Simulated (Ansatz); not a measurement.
A single point on `OC[SiH](O)[SiH3]`.

```yaml
crystal:
  periodic: [false, false, false]
  atoms:
    - {symbol: O, position_ang: [-2.123784, 1.498286, 0.629154]}
    - {symbol: C, position_ang: [-1.536273, 0.238125, 0.336451]}
    - {symbol: Si, position_ang: [0.344133, 0.349643, 0.447849]}
    - {symbol: O, position_ang: [0.794395, 1.712711, -0.394022]}
    - {symbol: Si, position_ang: [1.387408, -1.585548, -0.383507]}
    - {symbol: H, position_ang: [-1.620302, 2.176409, 0.167796]}
    - {symbol: H, position_ang: [-1.855161, -0.130459, -0.650792]}
    - {symbol: H, position_ang: [-1.918993, -0.476276, 1.071843]}
    - {symbol: H, position_ang: [0.741416, 0.613667, 1.854513]}
    - {symbol: H, position_ang: [0.975655, 1.618253, -1.329783]}
    - {symbol: H, position_ang: [1.144266, -1.699223, -1.850466]}
    - {symbol: H, position_ang: [0.829837, -2.798585, 0.275001]}
    - {symbol: H, position_ang: [2.857798, -1.552004, -0.159336]}
basis:
  gaussian: {orbitals: def2-QZVPP}
correlation: {method: mp2}
```

```sh
$ ansatz run in.yaml --threads 4 --pin off --events-out ev --progress --plain --max-ram 10444MiB
```

It prints (some lines left out):

```
Functional definition: HF
3284 factors; integrals over basis functions are off by at most 1.0e-3 eV
mean field evaluation 1: about -20955.2267 eV, gradient 4.8e1 eV
mean field evaluation 2: about -20955.3658 eV, gradient 4.8e1 eV
mean field evaluation 4: about -20960.2644 eV, gradient 4.5e0 eV
mean field evaluation 8: about -20960.3512 eV, gradient 2.9e-1 eV
mean field -20960.35163245 eV, -770.2787150559 hartree, gradient 1.1e-6 eV, S^2 0.000000; 0 other end points of the search recorded, 0 dependent functions left out
13 core orbitals not correlated: weight in the atoms' cores, before any rotation towards them, 1.000 or more for the frozen orbitals, at most 0.000 for the correlated occupied ones
reference -20960.35163245 eV, -770.2787150559 hartree; 16, 16 occupied and 522, 522 virtual orbitals, 3284 factors
second order -26.57107725 eV of doubles, -0.00000000 eV of singles
Total energy: -20986.92270970 eV, -771.2551841343 hartree
```

It took 39 s on 4 threads of an Arm Neoverse V1 on a shared host, with 4 GiB of host memory at the peak.
